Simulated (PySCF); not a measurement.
Si(Cl)3(SeH) (Cl3HSeSi), SMILES Cl[Si](Cl)(Cl)[SeH].

Geometry optimised at PBE0-D3(BJ)/def2-SVP. This is a generated structure with no PubChem entry under its InChIKey; it may be hypothetical. Other conformers were not sampled.

These are PBE0/def2-TZVP in PySCF values and carry that method's errors.

Isolated molecule, no solvent.

```
Quantity                                                                                                       Result
---------------------------------------------------------------------------------------------  ----------------------
total energy                                                                                      -4071.63464 hartree
point group                                                                                                        Cs
highest occupied level                                                                                       -7.74 eV
lowest empty level                                                                                           -1.01 eV
orbital gap                                                                                                   6.74 eV
dipole moment                                                                                                  1.12 D
quadrupole, principal values (traceless, Buckingham form, about the centre of nuclear charge)  -3.38, -1.25, 4.64 D·Å
mean static polarisability                                                                      83.5 bohr³ (12.37 Å³)
polarisability, principal values                                                               77.9, 81.2, 91.3 bohr³
```
